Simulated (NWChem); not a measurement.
System: MgF₂; SMILES [F][Mg][F]

Here is an NWChem input.

```
start job
memory heap 200 mb stack 900 mb global 1100 mb
geometry units angstroms noautosym nocenter noautoz
  Mg     0.000000     0.000000    -0.047706
  F      1.735314     0.000000    -0.047666
  F     -1.735314     0.000000    -0.047666
end
basis spherical
  * library 6-31+g*
end
dft
  xc b3lyp
  iterations 150
end
tddft
  cis
  nroots 8
end
task tddft energy
```

Output (shortened):

```
             Northwest Computational Chemistry Package (NWChem) 7.3.0
             --------------------------------------------------------

                             Geometry "geometry" -> ""
                             -------------------------

 Output coordinates in angstroms (scale by  1.889725989 to convert to a.u.)

  No.       Tag          Charge          X              Y              Z
 ---- ---------------- ---------- -------------- -------------- --------------
    1 Mg                  12.0000     0.00000000     0.00000000    -0.04770600
    2 F                    9.0000     1.73531400     0.00000000    -0.04766600
    3 F                    9.0000    -1.73531400     0.00000000    -0.04766600

 Effective nuclear repulsion energy (a.u.)      78.2186764690

                                 NWChem DFT Module
                                 -----------------

 Summary of "ao basis" -> "ao basis" (spherical)
 ------------------------------------------------------------------------------
       Tag                 Description            Shells   Functions and Types
 ---------------- ------------------------------  ------  ---------------------
 Mg                         6-31+g*                 10       22   5s4p1d
 F                          6-31+g*                  8       18   4s3p1d

            General Information
            -------------------
          SCF calculation type: DFT
          Wavefunction type:  closed shell.
          No. of atoms     :     3
          No. of electrons :    30
           Alpha electrons :    15
            Beta electrons :    15
          Charge           :     0
          Spin multiplicity:     1
          Use of symmetry is: off; symmetry adaption is: off
          Maximum number of iterations: 150
          AO basis - number of functions:    58
                     number of shells:    26
          Convergence on energy requested:  1.00D-06
          Convergence on density requested:  1.00D-05
          Convergence on gradient requested:  5.00D-04

              XC Information
              --------------
                         B3LYP Method XC Potential
                     Hartree-Fock (Exact) Exchange  0.200
                        Slater Exchange Functional  0.800 local
                    Becke 1988 Exchange Functional  0.720 non-local
              Lee-Yang-Parr Correlation Functional  0.810
                  VWN I RPA Correlation Functional  0.190 local

             Grid Information
             ----------------
          Grid used for XC integration:  medium
          Radial quadrature: Mura-Knowles
          Angular quadrature: Lebedev.
          Tag              B.-S. Rad. Rad. Pts. Rad. Cut. Ang. Pts.
          ---              ---------- --------- --------- ---------
          Mg                  1.50       88          13.0       590
          F                   0.50       49          10.0       434
          Grid pruning is: on
          Number of quadrature shells:   186
          Spatial weights used:  Erf1

      Superposition of Atomic Density Guess
      -------------------------------------

 Sum of atomic energies:        -398.35184239

      Non-variational initial energy
      ------------------------------

 Total energy =    -398.191820
 1-e energy   =    -713.037049
 2-e energy   =     236.626553
 HOMO         =      -0.664978
 LUMO         =      -0.131231

   convergence    iter        energy       DeltaE   RMS-Dens  Diis-err
 ---------------- ----- ----------------- --------- --------- ---------
 d= 0,ls=0.0,diis     1   -399.7869059426 -4.78D+02  3.03D-02  1.14D+00
 d= 0,ls=0.0,diis     2   -399.4273767748  3.60D-01  1.62D-02  5.69D+00
 d= 0,ls=0.0,diis     3   -399.9134324440 -4.86D-01  5.86D-04  1.28D-03
 d= 0,ls=0.0,diis     4   -399.9135473619 -1.15D-04  1.05D-04  1.73D-04
 d= 0,ls=0.0,diis     5   -399.9135652062 -1.78D-05  2.86D-05  2.36D-06
 d= 0,ls=0.0,diis     6   -399.9135655329 -3.27D-07  3.27D-06  3.74D-08

         Total DFT energy =     -399.913565532875
      One electron energy =     -715.672223979470
           Coulomb energy =      275.128730250625
    Exchange-Corr. energy =      -37.588748272990
 Nuclear repulsion energy =       78.218676468960

 Numeric. integr. density =       29.999997251390

                       DFT Final Molecular Orbital Analysis
                       ------------------------------------

 Vector   13  Occ=2.000000D+00  E=-3.727456D-01
              MO Center=  8.0D-06, -9.4D-08, -4.8D-02, r^2= 3.5D+00
   Bfn.  Coefficient  Atom+Function         Bfn.  Coefficient  Atom+Function
  ----- ------------  ---------------      ----- ------------  ---------------
    27     -0.317369  2 F  pz                45     -0.317368  3 F  pz
    26      0.313977  2 F  py                44      0.313976  3 F  py
    31     -0.208133  2 F  pz                49     -0.208132  3 F  pz
    30      0.205908  2 F  py                48      0.205907  3 F  py
     9     -0.080992  1 Mg pz                 8      0.080127  1 Mg py

 Vector   14  Occ=2.000000D+00  E=-3.699518D-01
              MO Center= -8.0D-06,  5.4D-07, -4.8D-02, r^2= 3.5D+00
   Bfn.  Coefficient  Atom+Function         Bfn.  Coefficient  Atom+Function
  ----- ------------  ---------------      ----- ------------  ---------------
    26      0.325729  2 F  py                44     -0.325730  3 F  py
    27     -0.315876  2 F  pz                45      0.315878  3 F  pz
    30      0.206590  2 F  py                48     -0.206591  3 F  py
    31     -0.200341  2 F  pz                49      0.200342  3 F  pz
    18      0.057283  1 Mg d -2              21      0.055550  1 Mg d  1

 Vector   15  Occ=2.000000D+00  E=-3.699518D-01
              MO Center= -8.0D-06, -5.4D-07, -4.8D-02, r^2= 3.5D+00
   Bfn.  Coefficient  Atom+Function         Bfn.  Coefficient  Atom+Function
  ----- ------------  ---------------      ----- ------------  ---------------
    27      0.325729  2 F  pz                45     -0.325730  3 F  pz
    26      0.315876  2 F  py                44     -0.315878  3 F  py
    31      0.206590  2 F  pz                49     -0.206591  3 F  pz
    30      0.200341  2 F  py                48     -0.200342  3 F  py
    21     -0.057283  1 Mg d  1              18      0.055550  1 Mg d -2

[...]

                                NWChem TDDFT Module
                                -------------------

            General Information
            -------------------
           No. of orbitals :     116
            Alpha orbitals :      58
             Beta orbitals :      58
        Alpha frozen cores :       0
         Beta frozen cores :       0
     Alpha frozen virtuals :       0
      Beta frozen virtuals :       0
         Spin multiplicity :       1
    Number of AO functions :      58
        Use of symmetry is : off
      Symmetry adaption is : off
         Schwarz screening :  0.10D-07

              XC Information
              --------------
                  B3LYP Method XC Potential
              Hartree-Fock (Exact) Exchange   0.20
                 Slater Exchange Functional   0.80 local
             Becke 1988 Exchange Functional   0.72 non-local
       Lee-Yang-Parr Correlation Functional   0.81
           VWN I RPA Correlation Functional   0.19 local

             TDDFT Information
             -----------------
          Calculation type : Tamm-Dancoff TDDFT
         Wavefunction type : Restricted singlets & triplets
          No. of electrons :      30
           Alpha electrons :      15
            Beta electrons :      15
              No. of roots :       8
          Max subspacesize :    5600
            Max iterations :     100
               Target root :       1
           Target symmetry : none
      Symmetry restriction : off
                 Algorithm : Optimal
        Davidson threshold :  0.10D-03

    8 smallest eigenvalue differences (eV)
--------------------------------------------------------
  No. Spin  Occ  Vir  Irrep   E(Occ)    E(Vir)   E(Diff)
--------------------------------------------------------
    1    1   15   16 a        -0.370    -0.079     7.905
    2    1   14   16 a        -0.370    -0.079     7.905
    3    1   13   16 a        -0.373    -0.079     7.981
    4    1   12   16 a        -0.373    -0.079     7.981
    5    1   11   16 a        -0.387    -0.079     8.359
    6    1   10   16 a        -0.407    -0.079     8.911
    7    1   15   17 a        -0.370    -0.008     9.840
    8    1   14   17 a        -0.370    -0.008     9.840
--------------------------------------------------------

  Entering Davidson iterations
  Restricted singlet excited states

  Iter   NTrls   NConv    DeltaV     DeltaE      Time
  ----  ------  ------  ---------  ---------  ---------
    1      8       0     0.17E+00   0.10+100        1.5
    2     16       0     0.22E-01   0.33E-01        1.5
    3     24       0     0.46E-02   0.23E-02        1.6
    4     32       4     0.10E-01   0.15E-03        1.5
    5     36       5     0.71E-03   0.15E-03        1.2
    6     39       8     0.95E-04   0.72E-06        1.2
  ----  ------  ------  ---------  ---------  ---------
  Convergence criterion met

  Ground state a        -399.913565532875 a.u.

  ----------------------------------------------------------------------------
  Root   1 singlet a              0.244284947 a.u.                6.6473 eV
  ----------------------------------------------------------------------------
     Transition Moments    X  0.00001   Y  0.00000   Z  0.00000
     Dipole Oscillator Strength                    0.0000000000
     Electric Quadrupole                           0.0000001450
     Magnetic Dipole                               0.0000006306
     Total Oscillator Strength                     0.0000007756

     Occ.   14  a   ---  Virt.   16  a        0.13620
     Occ.   15  a   ---  Virt.   16  a        0.98700
     Occ.   15  a   ---  Virt.   20  a        0.06214
  ----------------------------------------------------------------------------
  Root   2 singlet a              0.244284947 a.u.                6.6473 eV
  ----------------------------------------------------------------------------
     Transition Moments    X  0.00001   Y -0.00000   Z  0.00000
     Dipole Oscillator Strength                    0.0000000000
     Electric Quadrupole                           0.0000001450
     Magnetic Dipole                               0.0000006306
     Total Oscillator Strength                     0.0000007756

     Occ.   14  a   ---  Virt.   16  a       -0.98700
     Occ.   14  a   ---  Virt.   20  a       -0.06214
     Occ.   15  a   ---  Virt.   16  a        0.13620
  ----------------------------------------------------------------------------
  Root   3 singlet a              0.250429832 a.u.                6.8145 eV
  ----------------------------------------------------------------------------
     Transition Moments    X -0.00000   Y -0.63595   Z  0.28564
     Dipole Oscillator Strength                    0.0811439782
     Electric Quadrupole                           0.0000000003
     Magnetic Dipole                               0.0000000003
     Total Oscillator Strength                     0.0811439789

     Occ.   12  a   ---  Virt.   16  a        0.35926
     Occ.   13  a   ---  Virt.   16  a        0.93006
     Occ.   13  a   ---  Virt.   20  a        0.05178
  ----------------------------------------------------------------------------
  Root   4 singlet a              0.250429832 a.u.                6.8145 eV
  ----------------------------------------------------------------------------
     Transition Moments    X  0.00000   Y -0.28564   Z -0.63595
     Dipole Oscillator Strength                    0.0811439786
     Electric Quadrupole                           0.0000000004
     Magnetic Dipole                               0.0000000001
     Total Oscillator Strength                     0.0811439790

     Occ.   12  a   ---  Virt.   16  a        0.93006
     Occ.   12  a   ---  Virt.   20  a        0.05178
     Occ.   13  a   ---  Virt.   16  a       -0.35926
  ----------------------------------------------------------------------------
  Root   5 singlet a              0.272556039 a.u.                7.4166 eV
  ----------------------------------------------------------------------------
     Transition Moments    X  0.75193   Y -0.00000   Z  0.00000
     Dipole Oscillator Strength                    0.1027355422
     Electric Quadrupole                           0.0000000005
     Magnetic Dipole                               0.0000000007
     Total Oscillator Strength                     0.1027355435

     Occ.   11  a   ---  Virt.   16  a       -0.96271
     Occ.   14  a   ---  Virt.   17  a       -0.09794
     Occ.   14  a   ---  Virt.   18  a        0.13653
     Occ.   14  a   ---  Virt.   22  a       -0.05523
     Occ.   15  a   ---  Virt.   17  a       -0.13653
     Occ.   15  a   ---  Virt.   18  a       -0.09794
     Occ.   15  a   ---  Virt.   21  a        0.05523
  ----------------------------------------------------------------------------
  Root   6 singlet a              0.290877020 a.u.                7.9152 eV
  ----------------------------------------------------------------------------
     Transition Moments    X -0.00000   Y  0.00000   Z -0.00006
     Dipole Oscillator Strength                    0.0000000006
     Electric Quadrupole                           0.0000004062
     Magnetic Dipole                               0.0000000000
     Total Oscillator Strength                     0.0000004068

     Occ.   10  a   ---  Virt.   16  a        0.95895
     Occ.   12  a   ---  Virt.   17  a        0.14678
     Occ.   12  a   ---  Virt.   18  a        0.10075
     Occ.   12  a   ---  Virt.   21  a       -0.05878
     Occ.   13  a   ---  Virt.   17  a        0.10075
     Occ.   13  a   ---  Virt.   18  a       -0.14678
     Occ.   13  a   ---  Virt.   22  a        0.05878
  ----------------------------------------------------------------------------
  Root   7 singlet a              0.322150787 a.u.                8.7662 eV
  ----------------------------------------------------------------------------
     Transition Moments    X  0.00004   Y -0.00000   Z -0.00000
     Dipole Oscillator Strength                    0.0000000003
     Electric Quadrupole                           0.0000000000
     Magnetic Dipole                               0.0000000000
     Total Oscillator Strength                     0.0000000003

     Occ.   14  a   ---  Virt.   17  a        0.56295
     Occ.   14  a   ---  Virt.   18  a        0.40385
     Occ.   14  a   ---  Virt.   21  a       -0.12028
     Occ.   14  a   ---  Virt.   22  a       -0.05886
     Occ.   15  a   ---  Virt.   17  a       -0.40384
     Occ.   15  a   ---  Virt.   18  a        0.56296
     Occ.   15  a   ---  Virt.   21  a        0.05895
     Occ.   15  a   ---  Virt.   22  a       -0.12020
  ----------------------------------------------------------------------------
  Root   8 singlet a              0.322754405 a.u.                8.7826 eV
  ----------------------------------------------------------------------------
     Transition Moments    X  0.00015   Y -0.00000   Z  0.00000
     Dipole Oscillator Strength                    0.0000000050
     Electric Quadrupole                           0.0000000000
     Magnetic Dipole                               0.0000000000
     Total Oscillator Strength                     0.0000000050

[...]
```

Level: B3LYP/6-31+G* (spherical d), TDA. Structure relaxed at the B3LYP/6-31G* (spherical d) level. B3LYP is NWChem's, with the RPA form of VWN correlation.
